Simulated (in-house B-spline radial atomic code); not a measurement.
The numbers below are computed, except where a source is named.
## Softness against transferability: the 3d channel of Ti

Ti, [Ar] 3d2 4s2, non-relativistic PBE, spherical and spin-unpolarised, from a B-spline radial code for spherical atoms (atomic units). The all-electron 3d level is ε = -0.162276 hartree and its outer maximum at 0.98 bohr.

Troullier-Martins pseudo-orbitals are made for several radii. The cutoffs (hartree) are the plane-wave energies beyond which the orbital holds less than the named kinetic energy per electron. The phase error is the difference, pseudo minus all-electron, of arctan(R P'/P) at R = 3.9 bohr for all radii, half a hartree below and above the level.

```
r_c (bohr)  V_l(0) (hartree)  cutoff for 10 mEh  for 1 mEh  for 0.1 mEh  phase error at ε − 0.5 (mrad)  at ε + 0.5 (mrad)
      2.21             -9.52                 19       23.4           28                           +0.2             +190.3
      2.57             -7.68                 15       18.7         22.8                           +0.6             +388.7
      2.95             -6.31               12.1       15.2         18.7                           +1.5             +686.7
      3.33             -5.29                 10       12.5         15.5                           +3.5            +1025.9
       3.6             -4.71               8.82       11.1         13.5                           +6.3            +1239.3
```

(1) Which radius needs the lowest cutoff for 0.1 mEh while both phase errors stay within 686.8 mrad?

(2) What does the larger radius buy, and what does it cost?

Answers

(1) The radii within that limit are 2.21, 2.57, 2.95 bohr; of these r_c = 2.95 needs the least, 18.7 hartree, that is 37.4 Ry or 509 eV.

(2) From r_c = 2.21 to 3.6 bohr the cutoff for 1 mEh goes from 23.4 to 11.1 hartree, a factor of 2.11, against 2.65 for a pure 1/r_c² scaling, end to end; step by step it is 23.4, 18.7, 15.2, 12.5, 11.1, and for 0.1 mEh 28, 22.8, 18.7, 15.5, 13.5; the number of plane waves goes as the cutoff to the power 3/2, here a factor of 3.1. The larger of the two phase errors is least at r_c = 2.21 bohr, 190.3 mrad; it is 190.3 at the smallest radius and 1239.3 at the largest. These errors test the reference atom alone. Errors of hundreds of milliradians mean that the potential scatters wrongly half a hartree from its level. Large radii also let the cores of neighbours overlap, which an atom doesn't show.
